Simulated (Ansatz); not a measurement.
`S[SiH2][GaH][I]` → `[GaH2][I]` + `[SiH]S` at 600 K and 1 bar (silylene formation by 1,1-elimination).

Computed with Ansatz on PBE0-D4/def2-TZVP structures; ΔE is electronic, products minus reactants. CCSD(T)/CBS is the MP2 limit (def2-TZVPP, def2-QZVPP) plus CCSD(T) − MP2 in def2-TZVPP, frozen cores. This one scheme is used for every species. Elements past krypton have def2 core potentials. For Ga, I outer-core shells are correlated without core-valence functions, which leaves a few kJ/mol of doubt a bond. Scalar relativity is left out up to krypton. One conformer a species, not always the lowest.

```
          species  CCSD(T)/CBS energy (Eh)  H − E (kJ/mol)  S (J/(mol·K))
`S[SiH2][GaH][I]`              -2910.71788           152.9          490.1
      `[GaH2][I]`              -2222.61527            67.0          325.9
         `[SiH]S`               -688.02937            72.8          295.1
```

H − E and S are ideal-gas, rigid-rotor, harmonic terms from PBE0-D4/def2-TZVP, for one conformer and one mirror image of each species. 1 Eh = 2625.50 kJ/mol, R = 8.31446 J/(mol·K).

Problem. By hand: ΔE, ΔH, ΔS and ΔG.

Solution. ΔE = (-2222.61527) + (-688.02937) − (-2910.71788) = 0.07324 Eh = 192.3 kJ/mol. Δ(H − E) = 67.0 + 72.8 − 152.9 = -13.1, so ΔH = 179.2 kJ/mol. ΔS = 325.9 + 295.1 − 490.1 = 130.9 J/(mol·K). ΔG = 179.2 − 600 × (130.9)/1000 = 100.7 kJ/mol.

Problem. By hand: the equilibrium constant, and the temperature at which ΔG would vanish if ΔH and ΔS stayed fixed.

Solution. log₁₀ K = −ΔG/(RT ln 10) = -8.8. ΔG = 0 at ΔH/ΔS = 1369 K.

The number of gas molecules changes by +1, which sets the sign of ΔS. A doubt of 5 kJ/mol in ΔE shifts log₁₀ K by 0.4 here. Other conformers and mirror images would add mixing entropy, several J/(mol·K) or more a flexible species. Modes under 60 cm⁻¹, often nearly free rotors, make the harmonic entropy too high. These are equilibria of isolated gas molecules and say nothing of rates. Largest T1 diagnostic: 0.016 (customary marks: 0.02 for closed shells, 0.045 for open ones).
